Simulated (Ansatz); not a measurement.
A nudged elastic band was laid between two geometries of H₄O₃Si (8 atoms, charge 0, multiplicity 1).

Level of theory: RHF/def2-SVP in Ansatz.

* movable images: 5
* climbing image: yes
* spring: 0.1 eV/Å²
* optimiser: quadratic models (default)
* start path: through a guess of the saddle point
* force threshold: 0.05 eV/Å
* iteration limit: 60
* end points: relaxed

Initial state:

```xyz
8
Properties=species:S:1:pos:R:3
Si -0.041 -0.126 0.417
H 0.076 0.095 1.861
O 1.391 -0.640 -0.208
H 2.181 -0.142 -0.074
O -0.539 1.298 -0.212
H -0.923 1.318 -1.075
O -1.118 -1.295 0.025
H -0.799 -2.156 -0.195
```

Final state:

```xyz
8
Properties=species:S:1:pos:R:3
Si -1.169 -0.050 0.577
H 1.901 -0.041 1.565
O 1.396 0.004 0.766
H 1.721 -0.675 0.190
O -1.097 1.282 -0.392
H -0.773 1.176 -1.275
O -0.809 -1.223 -0.575
H -0.940 -2.122 -0.317
```

Q: Which bonds break or form, and what moves?

A: Bonds broken: Si1–H2, Si1–O3. Bonds formed: H2–O3. H4O3Si becomes H2O + H2O2Si.

Q: Give the energies along the band, and the barrier.

A: The run converged. The highest image is number 4 of 0 to 6, 421.2 kJ/mol above the first end and 185.7 kJ/mol above the last; the last end lies 235.5 kJ/mol above the first. The profile has 2 maxima (images 2, 4) with wells between them (image 3): this band takes more than one step, which may be the mechanism or a detour left from its start path. Neighbouring images differ by up to 4.3 eV, so the band resolves the path poorly. The order of the point at the top wasn't checked. The orbitals stay closed-shell, which can raise the energy where a bond breaks towards radicals; this wasn't checked here.

```json
{"image": "0", "path coordinate (Å)": "0.00", "energy (kJ/mol)": "0.0", "Si1–H2 (Å)": "1.47", "Si1–O3 (Å)": "1.64", "H2–O3 (Å)": "2.56"}
{"image": "1", "path coordinate (Å)": "1.17", "energy (kJ/mol)": "9.5", "Si1–H2 (Å)": "1.48", "Si1–O3 (Å)": "1.63", "H2–O3 (Å)": "2.56"}
{"image": "2", "path coordinate (Å)": "2.34", "energy (kJ/mol)": "10.3", "Si1–H2 (Å)": "1.48", "Si1–O3 (Å)": "1.63", "H2–O3 (Å)": "2.56"}
{"image": "3", "path coordinate (Å)": "3.50", "energy (kJ/mol)": "8.0", "Si1–H2 (Å)": "1.46", "Si1–O3 (Å)": "1.64", "H2–O3 (Å)": "2.43"}
{"image": "4", "path coordinate (Å)": "4.64", "energy (kJ/mol)": "421.2", "Si1–H2 (Å)": "1.61", "Si1–O3 (Å)": "1.86", "H2–O3 (Å)": "1.27"}
{"image": "5", "path coordinate (Å)": "5.98", "energy (kJ/mol)": "249.3", "Si1–H2 (Å)": "2.69", "Si1–O3 (Å)": "2.22", "H2–O3 (Å)": "0.95"}
{"image": "6", "path coordinate (Å)": "7.32", "energy (kJ/mol)": "235.5", "Si1–H2 (Å)": "3.22", "Si1–O3 (Å)": "2.57", "H2–O3 (Å)": "0.95"}
```

Q: What is the geometry of the highest image?

A: 
```xyz
8
Properties=species:S:1:pos:R:3
Si -0.358 -0.098 0.525
H 0.920 0.248 1.446
O 1.483 0.036 0.327
H 1.996 -0.763 0.239
O -1.040 0.738 -0.721
H -1.044 1.682 -0.691
O -0.680 -1.663 0.135
H -1.048 -1.828 -0.721
```

Run time: 2.4 min on 1 thread of Arm Neoverse V1, on a shared host, peak memory 0.14 GiB.
